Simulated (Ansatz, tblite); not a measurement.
Cost and result up the ladder for Ge(vinyl)(NMe2)3 (C₈H₂₁GeN₃) (33 atoms). Charge 0, multiplicity 1. Geometry: PBE-D4/def2-SVP.

Cartesian coordinates in Å:
```
Ge 0.135 0.159 0.353
C 0.949 0.238 2.126
C 1.621 -0.817 2.624
H 0.853 1.154 2.737
H 1.735 -1.751 2.046
H 2.087 -0.801 3.625
N 0.655 1.613 -0.660
C 0.678 2.944 -0.097
C 0.701 1.563 -2.104
H 1.594 3.503 -0.409
H 0.681 2.908 1.011
H -0.200 3.567 -0.406
H 0.641 0.512 -2.447
H -0.136 2.129 -2.587
H 1.651 2.000 -2.499
N -1.703 0.105 0.556
C -2.337 -0.626 1.629
C -2.575 0.494 -0.528
H -3.174 -0.040 2.080
H -1.608 -0.840 2.437
H -2.772 -1.607 1.304
H -2.023 1.116 -1.262
H -3.014 -0.375 -1.083
H -3.434 1.105 -0.156
N 0.709 -1.322 -0.597
C 2.101 -1.496 -0.947
C -0.143 -2.461 -0.843
H 2.592 -2.330 -0.382
H 2.672 -0.569 -0.737
H 2.230 -1.726 -2.034
H -1.187 -2.225 -0.557
H -0.148 -2.750 -1.924
H 0.168 -3.372 -0.269
```

Ansatz on 4 threads of Arm Neoverse V1 on a shared host; xTB runs through tblite on one thread. Times are rough, summed over both states, and most runs start from the orbitals of an earlier one. PBE0-D4/def2-SVP serves as the yardstick here, not as an exact answer. The other state is a doublet.

The xTB rows come from tblite. HOMO above LUMO, or a gap near zero within one spin, warns that the state may not be the lowest or that an electron is smeared out.

Raw xTB energies of ions are shifted by several eV.

```json
{"level": "GFN1-xTB", "functions": "95", "vertical IE (eV)": "11.94", "difference from PBE0-D4/def2-SVP (eV)": "4.62", "remarks": "–"}
{"level": "GFN2-xTB", "functions": "74", "vertical IE (eV)": "11.43", "difference from PBE0-D4/def2-SVP (eV)": "4.11", "remarks": "–"}
{"level": "PBE0-D4/def2-SVP", "functions": "291", "vertical IE (eV)": "7.32", "difference from PBE0-D4/def2-SVP (eV)": "0.00", "remarks": "–"}
{"level": "PBE-D4/def2-SVP", "functions": "291", "vertical IE (eV)": "6.78", "difference from PBE0-D4/def2-SVP (eV)": "-0.54", "remarks": "gap within one spin near zero (+1 doublet)"}
```

Question: Estimate how long each takes.

Answer: GFN2-xTB 0.044 s; GFN1-xTB 0.071 s; PBE-D4/def2-SVP 22 s; PBE0-D4/def2-SVP 48 s. On shared hardware such times vary by a factor of up to 3.
